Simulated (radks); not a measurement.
Results of a calculation; reference values are marked as such.
Q: All-electron atom: Eu+ in [Xe] 4f7 6s1. Level of theory: scalar-relativistic Kohn-Sham, RPBE, spin-polarised, spherical densities, finite nucleus; open shells are filled with parallel spins first (spin-orbit coupling, left out, can overturn this in heavy ions); Fermi nuclear charge, rms radius 5.1115 fm (a radial shooting solver on a logarithmic mesh with Libxc functionals). Some entries of the table are withheld. Estimate them.

orbital  occ.  eigenvalue (hartree)  <r> (bohr)
1s up       1             -1777.556     0.02232
1s down     1             -1777.556     0.02232
2s up       1             -292.0583     0.09511
2s down     1             -292.0570     0.09511
2p up       3             -260.2304     0.08389
2p down     3             -260.2294     0.08389
3s up       1             -64.44539      0.2496
3s down     1             -64.36143      0.2494
3p up       3             -54.53866      0.2481
3p down     3             -54.45497      0.2479
3d up       5             -41.28956      0.2261
3d down     5             -41.22562      0.2258
4s up       1             -13.03048      0.5663
4s down     1             -12.82572      0.5661
4p up       3              -9.77334      0.5997
4p down     3              -9.56864      0.5995
4d up       5              -5.23606      0.6545
4d down     5              -5.03070      0.6550
5s up       1                   (1)       1.374
5s down     1                   (2)       1.398
5p up       3              -1.13019         (3)
5p down     3              -1.03883         (4)
4f up       7              -0.37732         (5)
6s up       1              -0.32393       3.833
4f down     0              -0.19829         (6)

A: 
(1) 5s up eigenvalue (hartree): -1.90728
(2) 5s down eigenvalue (hartree): -1.78647
(3) 5p up <r> (bohr): 1.614
(4) 5p down <r> (bohr): 1.652
(5) 4f up <r> (bohr): 0.9474
(6) 4f down <r> (bohr): 1.054
